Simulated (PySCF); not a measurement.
A structure optimised at PBE-D3(BJ)/def2-TZVP, used in a PySCF frequency run:

```
S
H 1 1.3648
Zn 1 2.1595 2 90.96
```
Charge +1, spin multiplicity 1.

**Question.** Write its SMILES, formula and point group.

**Answer.** [SH][Zn+], HSZn, Cs

**Question.** What are its rotational constants (standard atomic weights)?

**Answer.** 278.01, 4.9294, 4.8435 GHz
